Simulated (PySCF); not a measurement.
Electron correlation in Fe⁺ (iron, charge +1)

Starting occupation: [Ar] 3d6 4p1, 3d3/2 with m_j = +3/2, 3d5/2 with m_j = -3/2, -1/2, +1/2, +3/2, +5/2, 4p3/2 with m_j = +3/2. All numbers are calculated (PySCF 2.14, X2C-1e with screened-nucleus spin-orbit coupling, Gaussian nucleus, in x2c-SVPall-2c with one added diffuse shell each of s, d type (6s5p4d1f, 48 functions)). Frozen: [Ne]; 15 electrons correlated; the 6 highest virtual spinors left out.

MP2 pair energies summed by pair of shells (mhartree):

```
 pair  energy  share (%)
3d-3p  -97.60       37.6
3d-3d  -78.75       30.3
3p-3p  -52.07       20.1
3p-3s   -9.60        3.7
3d-3s   -7.97        3.1
3d-4p   -6.96        2.7
3p-4p   -4.61        1.8
3s-3s   -1.90        0.7
3s-4p   -0.15        0.1
```

Total MP2 correlation energy: -259.61 mhartree.

The GHF reference relaxed away from the jj start to a determinant that is no pure jj level (⟨S²⟩ = 8.75, ⟨J²⟩ = 35.76); the energies belong to that determinant.

This basis was not built for core-valence correlation, so the inner-shell part is incomplete.
